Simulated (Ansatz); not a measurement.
# The dipole moment down a group: B to In

One atom is swapped for its congeners: B(SH)2; Al(SH)2; Ga(SH)2; In(SH)2. All are doublets with charge 0.

Shapes, held fixed at every level: PBE0-D4/def2-TZVP. Flexible molecules stand in one conformer, not always the lowest. Programs: Ansatz 0.2.0. Values in D.

```json
{"level": "PBE-D4/def2-TZVPP", "B(SH)2": "1.92", "Al(SH)2": "1.13", "Ga(SH)2": "1.17", "In(SH)2": "0.47"}
{"level": "r2SCAN-D4/def2-TZVPP", "B(SH)2": "1.93", "Al(SH)2": "1.25", "Ga(SH)2": "1.27", "In(SH)2": "0.54"}
{"level": "B3LYP-D4/def2-TZVPP", "B(SH)2": "1.87", "Al(SH)2": "1.29", "Ga(SH)2": "1.29", "In(SH)2": "0.65"}
{"level": "wB97M-V/def2-TZVPP", "B(SH)2": "1.92", "Al(SH)2": "1.41", "Ga(SH)2": "1.35", "In(SH)2": "0.69"}
```

At wB97M-V/def2-TZVPP the dipole moment falls at every step, from 1.92 to 0.69 D. 1 of 4 levels show this order throughout; 4 agree on the largest and the smallest. Open shells run unrestricted unless RO is named. For atoms past krypton def2 sets carry core potentials with scalar relativity. Relativity is left out for Ga unless named. Magnitudes only: a dipole under 1 D may point either way.
